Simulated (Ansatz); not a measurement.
The cluster Cd8Te9⁻. Total charge -1; doublet. Geometry PBE-D4/def2-SVP; atoms count from 1.

```xyz
17

Cd    3.369    1.596    1.580
Cd   -1.506   -5.971    3.743
Cd    0.124    2.406   -4.507
Cd    2.236   -0.745    3.768
Cd   -0.860   -2.223    3.316
Cd    0.690    1.732   -0.287
Cd   -3.017    1.924   -4.937
Cd   -1.575   -0.152   -2.273
Te   -1.360   -0.187    0.559
Te    4.752   -0.413    2.745
Te   -2.145   -4.026    1.770
Te   -1.510    3.869   -6.055
Te    1.375   -1.028    0.869
Te    0.173   -1.015    5.486
Te    1.138    0.504   -2.929
Te    2.139    3.814    0.686
Te   -4.023   -0.086   -3.535
```

In the def2 sets Cd, Te take a core potential; there is no spin–orbit coupling. Single mean-field runs in def2-SVP are fitted with def2-universal-jkfit. The structure comes from a short search, and lower isomers may exist.

Estimate the Mulliken populations from the PBE0/def2-SVP orbitals of Ansatz.


| atom | charge (e) | spin (α − β) | d electrons |
| --- | --- | --- | --- |
| Cd1 | 0.37 | 0.00 | 10.01 |
| Cd2 | 0.14 | 0.54 | 10.00 |
| Cd3 | 0.39 | 0.00 | 10.01 |
| Cd4 | 0.40 | 0.00 | 10.02 |
| Cd5 | 0.39 | -0.02 | 10.02 |
| Cd6 | 0.38 | 0.01 | 10.03 |
| Cd7 | 0.37 | 0.00 | 10.01 |
| Cd8 | 0.44 | 0.00 | 10.02 |
| Te9 | -0.32 | 0.00 | – |
| Te10 | -0.50 | 0.00 | – |
| Te11 | -0.43 | 0.47 | – |
| Te12 | -0.45 | 0.00 | – |
| Te13 | -0.35 | 0.00 | – |
| Te14 | -0.49 | -0.01 | – |
| Te15 | -0.42 | 0.00 | – |
| Te16 | -0.48 | 0.00 | – |
| Te17 | -0.45 | 0.00 | – |
Mulliken values depend strongly on the basis.

Where does the spin sit?

Summed by element: Cd 0.53, Te 0.47, of 1 unpaired in all. Largest on single atoms: Cd2 0.54, Te11 0.47, Cd5 -0.02.

And the Mayer bond orders between heavy atoms (over 0.3)?

Cd1–Te10 0.91 (2.70 Å); Cd1–Te16 0.94 (2.69 Å); Cd2–Te11 0.90 (2.84 Å); Cd3–Te12 0.96 (2.68 Å); Cd3–Te15 0.90 (2.67 Å); Cd4–Te10 0.83 (2.74 Å); Cd4–Te13 0.33 (3.04 Å); Cd4–Te14 0.92 (2.70 Å); Cd5–Te11 0.90 (2.70 Å); Cd5–Te14 0.96 (2.69 Å); Cd6–Te9 0.48 (2.93 Å); Cd6–Te13 0.30 (3.07 Å); Cd6–Te15 0.48 (2.95 Å); Cd6–Te16 0.96 (2.72 Å); Cd7–Te12 0.89 (2.70 Å); Cd7–Te17 1.03 (2.65 Å); Cd8–Te9 0.59 (2.84 Å); Cd8–Te15 0.58 (2.87 Å); Cd8–Te17 0.87 (2.75 Å); Te9–Te13 0.91 (2.88 Å).
